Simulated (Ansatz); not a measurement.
Basis sets compared for ReO3Cl (ReClO₃). Charge 0, multiplicity 1. Geometry PBE-D4/def2-SVP. Ansatz on 4 threads of Intel Xeon Platinum 8259CL on a shared host; times are rough, and most runs start from earlier orbitals.

```xyz
5

Re    0.0715   -0.0349   -0.0492
O     1.2552    1.1748   -0.3274
O     0.8066   -1.3308    0.8007
O    -0.4763   -0.6197   -1.5658
Cl   -1.6569    0.8107    1.1418
```

In the def2 sets Re takes a core potential; there is no spin–orbit coupling.

Binding counts from free atoms (Re sextet, O triplet, Cl doublet) in the same basis, without a counterpoise term.

| level | functions | energy (Eh) | HOMO (eV) | LUMO (eV) | binding per atom (eV) | wall time |
| --- | --- | --- | --- | --- | --- | --- |
| PBE-D4/def2-SVP | 92 | -763.6636 | -8.42 | -4.20 | 5.02 | 0.75 s |
| PBE-D4/def2-TZVP | 170 | -764.1200 | -8.43 | -4.28 | 5.05 | 1.2 s |
| r2SCAN-D4/def2-TZVP (with forces) | 170 | -764.3714 | -8.84 | -4.32 | 4.70 | 2.9 s |
| PBE0-D4/def2-SVP | 92 | -763.5744 | -10.15 | -3.66 | 4.35 | 1.1 s |
| PBE0-D4/def2-TZVP | 170 | -764.0354 | -10.08 | -3.65 | 4.44 | 1.9 s |

Task: Estimate the rows for PBE-D4/def2-TZVPD, r2SCAN-D4/def2-TZVPD, PBE0-D4/def2-TZVPD.

Result: 
```json
{"level": "PBE-D4/def2-TZVPD", "functions": "209", "energy (Eh)": "-764.1228", "HOMO (eV)": "-8.47", "LUMO (eV)": "-4.32", "binding per atom (eV)": "5.04", "wall time": "1.9 s"}
{"level": "r2SCAN-D4/def2-TZVPD", "functions": "209", "energy (Eh)": "-764.3743", "HOMO (eV)": "-8.84", "LUMO (eV)": "-4.33", "binding per atom (eV)": "4.70", "wall time": "3.4 s"}
{"level": "PBE0-D4/def2-TZVPD", "functions": "209", "energy (Eh)": "-764.0382", "HOMO (eV)": "-10.10", "LUMO (eV)": "-3.68", "binding per atom (eV)": "4.44", "wall time": "2.7 s"}
```
